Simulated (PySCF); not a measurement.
C6H7P: full NMR table

```yaml
Formula: C6H7P
SMILES: Pc1ccccc1
InChI: InChI=1S/C6H7P/c7-6-4-2-1-3-5-6/h1-5H,7H2
Point_group_of_the_computed_structure: C1
Carbon_signals: 4
Proton_signals: 4
```

Numbering as in the mapped SMILES `[PH2:1][c:2]1[cH:3][cH:4][cH:5][cH:6][cH:7]1`; H(Xn) means a hydrogen on atom n.

- shieldings: GIAO B97-2/pcSseg-2
- structure optimised with PBE0-D3(BJ)/def2-TZVP
- run in PySCF
- one conformer, relativity neglected, gas phase, rapidly exchanging positions averaged

References, each an isolated molecule treated in the same way: TMS for 1H, 13C; 31P vs H3PO4.

| carbon | δC, type | δH (multiplicity) | HMBC from (2–3 bonds) | span of the C tensor (ppm) |
| --- | --- | --- | --- | --- |
| C2 | 140.4, C | – | H(C3)/H(C7), H(C4)/H(C6), H(P1) | 226 |
| C3/C7 | 138.1, CH | 7.64 (m) | H(C3)/H(C7), H(C4)/H(C6), H(C5), H(P1) | 230 |
| C4/C6 | 135.1, CH | 7.50 (m) | H(C3)/H(C7), H(C4)/H(C6), H(C5) | 236 |
| C5 | 133.1, CH | 7.43 (m) | H(C3)/H(C7), H(C4)/H(C6) | 235 |

Other nuclei:
```json
{"atoms": "H(P1)", "nucleus": "1H", "environment": "hydrogen on a phosphorus bonded to C", "δ (ppm)": "4.42", "σ (ppm)": "27.22"}
{"atoms": "P1", "nucleus": "31P", "environment": "phosphorus bonded to C, 2 H", "δ (ppm)": "-124.5", "σ (ppm)": "441.7"}
```

- δC 140.4: substituted aromatic carbon.
- δC 138.1, 135.1, 133.1: aromatic CH; the aromatic region.
- δH 7.64, 7.50, 7.43: hydrogen on an aromatic CH; the ring current deshields protons in the ring plane.
- δH 4.42: hydrogen on a phosphorus bonded to C.

Splittings by 31P in the carbon and heteronuclear signals aren't shown, as no couplings were computed. Shifts are as computed. Against solution values, carbons near 30 ppm lie about +3 ppm off and those near 130 ppm about +7 ppm. Of 1211 compounds with measured shifts, 218 miss one by over three times the rms of a fit or turn the order of signals round; such compounds aren't used in these exercises. Experimental scales use liquid or dissolved standards, which lie at an offset from isolated H3PO4. Multiplicities follow the n + 1 count of equivalent neighbours, as no J values were calculated; m marks all less simple cases, F and P coupling included.
